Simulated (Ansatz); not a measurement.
Molecule: HTe, charge 0, multiplicity 2. SMILES: [TeH]
Geometry from a B3LYP-D3(BJ)/def2-TZVP (Ansatz, an electronic-structure program) optimisation:
```xyz
2

Te     0.0000     0.0000    -0.0314
H      0.0000     0.0000     1.6331
```
Charge 0, spin multiplicity 2.

Problem. Give the harmonic wavenumbers at B3LYP-D3(BJ)/def2-TZVP (Ansatz, finite differences of forces, unscaled).

Solution. 2117 cm⁻¹. Zero-point energy 3.0 kcal/mol.

Problem. From these and the geometry, give the ideal-gas thermochemistry at 298.15 K and 1 atm (rigid rotor, harmonic oscillator).

Solution. Point group C∞v, rotational symmetry number 1. Rotational constants 182.4, 182.4 GHz. S(trans) 40.47, S(rot) 9.00, S(vib) 0.00, S(elec, spin only) 1.38, S 50.8 cal/(mol K). H(298) - H(0) 2.07 kcal/mol; G - E(el) -10.1 kcal/mol.
